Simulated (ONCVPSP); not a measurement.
Sb (Z = 51), ONCV: configuration errors across variants

```
Element                 : Sb (Z = 51)
Generator               : ONCVPSP 4.0.1
Type                    : optimised norm-conserving Vanderbilt (ONCV)
Functional              : PBE
Relativity              : scalar-relativistic
Frozen core             : [Ar] 3d10
Valence charge          : 23
Reference configuration : 4s2 4p6 4d10 5s2 5p3
Partial waves           : 4s+5s: rc 1.30 bohr, ncon 4, nbas 7, qcut 12.2 1/bohr, 2 projectors; 4p+5p: rc 1.30 bohr, ncon 3, nbas 7, qcut 10.2 1/bohr, 2 projectors; 4d: rc 0.95 bohr, ncon 4, nbas 7, qcut 8.7 1/bohr, 2 projectors, debl 0.4 Ha; f scattering state at 0.17 Ha: rc 1.35 bohr, ncon 4, nbas 9, qcut 8.5 1/bohr, 1 projector
Local potential         : polynomial inside 0.90 bohr (lpopt 5, dvloc0 0 Ha)
Core correction         : Teter function fitted to the true core (icmod 2), fcfact 0.55
```

In the d channel the program set the typed energies aside and used -1.231, 0.250 Ha.

All-electron excitation energies from the reference (eV): (1) 4s2 4p6 4d10 5s2 5p2 8.317; (2) 4s2 4p6 4d10 5s2 5p1 24.286; (3) 4s2 4p6 4d10 5s2 5p0 48.699; (4) 4s1 4p6 4d10 5s2 5p3 157.452.

Errors AE − PS in meV (a dash: test not solved or not reliable):

```tsv
change	(1)	(2)	(3)	(4)	bound ghosts	GHOST(+) flags above zero
base	-1.6	-5.2	-12	-124	none	s
s: qcut 7.9	-1.5	-4.9	-11	-362	none	s
local potential polynomial inside 0.85 bohr (lpopt 5, dvloc0 2 Ha)	-1.6	-5.2	-12	-124	none	s
all radii but the core radius scaled by about 1.14 (s 1.48, p 1.48, d 1.08, f 1.54 bohr); local potential polynomial inside 1.02 bohr (lpopt 5, dvloc0 0 Ha)	-1.7	-5.5	-12	-288	none	s
core correction none	-1.6	-5.1	-11	-119	none	s
local potential polynomial inside 0.90 bohr (lpopt 5, dvloc0 5 Ha)	-1.6	-5.2	-12	-124	none	s
```

Give the same row for: d: rc 1.24.

-1.6, -5.3, -12, -145; bound ghosts: none; GHOST(+) flags above zero: s, d.
